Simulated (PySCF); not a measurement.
**Dipole response of Rh⁻ (rhodium, charge -1)**

[Kr] 4d8 5s2, high-spin 3F determinant. Calculation: PySCF 2.14, in aug-cc-pVTZ-PP with ECP28MDF (6s6p5d3f2g, 88 functions); scalar relativity through the core potential. Coupled (time-dependent) response in atomic units; α is the mean over directions.

```
 method  mean α (bohr³)  C₆ (like pair)  S(−4)
wB97M-V           269.0            4348  54900
```

S(−4) is the Cauchy moment in α(ω) = α(0) + S(−4) ω² + …

Spin-orbit coupling is absent.

α(iu) at wB97M-V:

| u (hartree) | α(iu) (bohr³) |
| --- | --- |
| 0 | 269.0 |
| 0.0500 | 183.4 |
| 0.100 | 103.4 |
| 0.200 | 45.54 |
| 0.300 | 27.22 |
| 0.500 | 14.64 |
| 0.750 | 9.112 |
| 1.00 | 6.440 |
| 1.50 | 3.803 |
| 2.00 | 2.535 |
| 3.00 | 1.361 |
| 5.00 | 0.5705 |

For an ion, C₆ is the dispersion term alone; charge-induced terms of lower order in 1/R come first.

Energies and moments cover only the electrons outside the core potential.
